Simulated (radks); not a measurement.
Q: Valence configurations of Fe+ (all share [Ar]). Method: non-relativistic Kohn-Sham, PBEsol, spin-polarised, spherical densities, point nucleus; open shells are filled with parallel spins first; computed with a radial shooting solver on a logarithmic mesh with Libxc functionals. Order these by energy: 3d5 4p2; 3d4.5 4s2 4p0.5; 3d5.5 4s1 4p0.5; 3d7; 3d6 4p1; 3d6 4s0.5 4p0.5; 3d6 4s1; 3d4 4s2 4p1; 3d5 4s1 4p1; 3d5 4s2.

A: From the lowest, in eV above it: 3d6 4s1 0.000; 3d7 0.214; 3d6 4s0.5 4p0.5 2.551; 3d5.5 4s1 4p0.5 3.259; 3d5 4s2 4.012; 3d6 4p1 5.111; 3d5 4s1 4p1 7.420; 3d4.5 4s2 4p0.5 12.195; 3d5 4p2 13.191; 3d4 4s2 4p1 21.820. NIST lists [Ar] 3d6 4s1 as the ground configuration; this level of theory agrees among the configurations tried. The energies are those of spherical high-spin densities, not of single terms.
